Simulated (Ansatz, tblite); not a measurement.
Cost and result up the ladder for Al3Si (the lowest doublet isomer of a short search) (4 atoms). Charge 0, multiplicity 2. Geometry: PBE0-D4/def2-TZVP.

```xyz
4

Al    1.035    0.970   -0.095
Al    0.461   -0.412    1.974
Al   -0.574    0.305   -1.964
Si   -0.921   -0.864    0.085
```

Ansatz on 4 threads of Intel Xeon 6975P-C on a shared host; xTB runs through tblite on one thread. Times are rough, summed over both states, and most runs start from the orbitals of an earlier one. ωB97M-V/def2-TZVP serves as the yardstick here, not as an exact answer. The other state is a quartet at its own geometry.

The xTB rows come from tblite. Correlated methods freeze 20 core orbitals. The structure comes from a short search, and lower isomers may exist.

Run but left out: HF/STO-3G, HF/def2-TZVP, HF/def2-TZVPP, LC-ωPBE/def2-TZVP, MP2/def2-TZVP, MP2/def2-TZVPP, CCSD/def2-TZVPP, CCSD(T)/def2-TZVPP (doublet: ⟨S²⟩ 1.33 to 2.06, where a pure state has 0.75).

Correlated methods converge slowly with the basis.

xTB has no spin-polarisation term.

```tsv
level	functions	wall time	quartet − doublet (eV)	difference from ωB97M-V/def2-TZVP (eV)
GFN2-xTB	36	0.014 s	0.49	0.27
PBE-D4/def2-TZVP	148	2 s	0.28	0.06
revPBE-D4/def2-TZVP	148	2.1 s	0.26	0.03
BLYP-D4/def2-TZVP	148	2.1 s	0.31	0.09
RPA@PBE/def2-TZVP	148	3 s	0.29	0.06
PBE0-D4/def2-TZVP	148	5 s	0.18	-0.05
B97M-V/def2-TZVP	148	7.3 s	0.32	0.10
r2SCAN-D4/def2-TZVP	148	7.8 s	0.21	-0.01
ωB97M-V/def2-TZVP (with forces)	148	18 s	0.22	0.00
```
